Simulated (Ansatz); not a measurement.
Harmonic frequencies (cm⁻¹) at PBE0-D4/def2-TZVP from Ansatz: 180, 329, 469, 677, 709, 744, 917, 988, 1195, 1285, 1463, 2248, 3094, 3146, 3482.

**Question.** Which molecule is it?
A. `C#CCCl`
B. `O[B](Cl)[GaH2]`
C. `ClC1C=C1`
D. `C=C=CCl`

**Answer.** A.
